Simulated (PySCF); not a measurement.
C2H3ClN2Si, SMILES Cl[SiH]1N=CC=N1. The structure is a stationary point at PBE-D3(BJ)/def2-SVP. This is a generated structure with no PubChem entry under its InChIKey; it may be hypothetical.

Q: Give the equilibrium geometry at PBE-D3(BJ)/def2-SVP (PySCF confirms it by a frequency run) as a Z-matrix, and its point group. (Estimate from the structure and the level; the computed values follow.)

A: point group Cs.
```
Si
H 1 1.4928
N 1 1.8036 2 112.43
C 3 1.2875 1 103.00 2 116.97
H 4 1.1130 3 122.07 1 -178.53
C 4 1.5353 5 120.20 3 -179.76
N 6 1.2875 4 117.72 5 179.77
H 6 1.1130 7 122.07 1 178.53
Cl 1 2.0611 2 109.99 3 -124.94
```
Charge 0, spin multiplicity 1.
